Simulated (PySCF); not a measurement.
## Spin-Hamiltonian simulation

Molecule: `[C@@H]12[C@@H](B(C)C)[C@@H]1C2`, C6H11B.

Bonds (- single, = double, # triple, : aromatic): C1-B2, B2-C3, B2-C4, C4-C5, C5-C6, C6-C7, C7-C4, C7-C5. C1 carries H8, H9, H10; C3 carries H11, H12, H13; C4 carries H14; C5 carries H15; C6 carries H16, H17; C7 carries H18. Stereochemistry as in CB(C)[C@H]1[C@@H]2C[C@@H]21. H16 is cis to C4 on the ring; H17 is trans to C4 on the ring.

[PySCF 2.14: PBE0-D3(BJ)/def2-SVP geometry; PBE0/pcSseg-1 with gauge-including orbitals; J: B3LYP/pcJ-1 (spin–dipole term only in couplings to heteroatoms); fast rotation and ring inversion assumed for equivalent nuclei; gas phase; a single conformation; no relativistic terms]

References, each an isolated molecule treated in the same way: TMS for ¹H.

Shifts (ppm): H14 0.49, H15/H18 1.63, H16 0.65, H17 1.40.
Couplings (Hz): H14–H15, H14–H18: 0.3; H14–H16: 1.2; H14–H17: -0.3; H15–H16, H16–H18: 0.1; H15–H17, H17–H18: 2.5; H15–H18: 10.7; H16–H17: 0.4.

The 5-spin Hamiltonian (Zeeman plus full scalar coupling among like nuclei) was diagonalised exactly; lines are Lorentzian, 0.4 Hz wide, and the maxima above 3 % are listed with the tallest set to 100.

Problem. Give the ¹H peak list of this spin system at 200 MHz.

Solution. 
Hz from δ = 0 (height): 327.2 (90), 324.9 (100), 324.8 (100), 282.4 (24), 279.9 (41), 277.4 (20), 130.8 (41), 130.5 (42), 129.6 (45), 129.2 (44), 98.7 (43), 98.5 (44), 97.5 (41), 97.3 (40)

Problem. And at 800 MHz?

Solution. 
```csv
Hz,ppm,height
1305.3,1.632,97
1305.2,1.631,97
1302.9,1.629,100
1302.7,1.628,100
1122.5,1.403,23
1120.0,1.400,45
1117.5,1.397,22
520.8,0.651,44
520.5,0.651,45
519.6,0.649,45
519.2,0.649,44
392.7,0.491,43
392.5,0.491,44
391.5,0.489,43
391.2,0.489,42
```

Problem. Among coupled protons with different shifts, which pair is furthest from first order, and how does the field change that?

Solution. H15 and H17: Δν/J is about 18.4 at 200 MHz (close to first order) and 73.6 at 800 MHz (close to first order). J in Hz doesn't depend on the field, while Δν in Hz grows in proportion to it.

Unscaled 3J(H,H) at this level run about 10 % above measured values.
